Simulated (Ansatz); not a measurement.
A search over several starts for the lowest SCF solution of Ag2Br2⁺, that is (AgBr)2 ring with one electron fewer at the given spin, in a small basis.

```yaml
crystal:
  periodic: [false, false, false]
  atoms:
    - {symbol: Ag, position_ang: [-0.245317, 0.639592, -1.192371]}
    - {symbol: Br, position_ang: [2.014403, 0.941483, 0.089025]}
    - {symbol: Ag, position_ang: [0.245148, -0.639195, 1.192716]}
    - {symbol: Br, position_ang: [-2.014245, -0.941880, -0.089380]}
basis:
  gaussian: {orbitals: def2-SVP}
total_charge: 1
magnetization: {spin_polarized: true, initial_magnetization: 1}
hamiltonian: {xc: pbe0, dispersion: d4}
output: {orbitals: {seedname: orbitals}}
```

```sh
$ ansatz run in.yaml --threads 4 --pin off --events-out ev --progress --plain --max-ram 3916MiB
```

It prints (some lines left out):

```
Functional definition: PBE0
1262 factors; integrals over basis functions are off by at most 4.1e-4 eV
mean field evaluation 1: about -148043.6864 eV, gradient 4.0e1 eV
mean field evaluation 2: about -148019.8552 eV, gradient 8.7e1 eV
mean field evaluation 4: about -148051.1797 eV, gradient 2.9e0 eV
mean field evaluation 8: about -148051.3020 eV, gradient 6.9e-1 eV
mean field evaluation 16: about -148051.3056 eV, gradient 3.5e-3 eV
mean field evaluation 32: about -148051.5795 eV, gradient 9.8e-6 eV
mean field -148051.57947218 eV, -5440.7951926376 hartree, gradient 9.8e-6 eV, S^2 0.759981; 7 other end points of the search recorded, 0 dependent functions left out
reference -148051.57951448 eV, -5440.7951941921 hartree; 54, 53 occupied and 72, 73 virtual orbitals, 1262 factors
Total energy: -148051.75527333 eV, -5440.8016532107 hartree
```

It took 15 s on 4 threads of Arm Neoverse V2 on a shared host, peak host memory 0.62 GiB.

In the def2 sets Ag takes a core potential; there is no spin–orbit coupling.
